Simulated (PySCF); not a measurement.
**How methods differ on the ionisation energy of Fe**

Fe [Ar] 3d6 4s2 [3d3/2^4 3d5/2^2, M_J = 4] → Fe⁺ [Ar] 3d6 4s1 [3d3/2^4 3d5/2^2 4s1/2^1, M_J = 9/2], as a difference of total energies. All numbers are calculated (PySCF 2.14, the two-component X2C-1e Hamiltonian, in x2c-TZVPPall-2c (6s7p4d2f1g, 70 functions)). Correlated levels: [Ne] frozen; the 6 highest virtual spinors dropped. "Screened" scales the spin-orbit matrix elements by Boettger's factors to mimic the two-electron term; Breit and QED terms are absent.

```tsv
method	ionisation energy (eV)	error (eV)
GHF (spin-free)	6.440	-1.462
GMP2 (spin-free)	7.543	-0.359
GHF (screened spin-orbit)	6.438	-1.464
GMP2 (screened spin-orbit)	7.542	-0.360
```

Reference: 7.902 eV (measured; NIST Atomic Spectra Database, ionization energies).

Errors of the correlated levels include the incompleteness of this basis and the frozen core.

The labels give the starting determinants; with spin-orbit coupling the two ends relaxed to ⟨J²⟩ = 20.02, ⟨L²⟩ = 6.01, ⟨S²⟩ = 6.01 and ⟨J²⟩ = 24.76, ⟨L²⟩ = 6.01, ⟨S²⟩ = 8.75.

MP2 underrates the near-degeneracy of ns² with np² in the lower species.
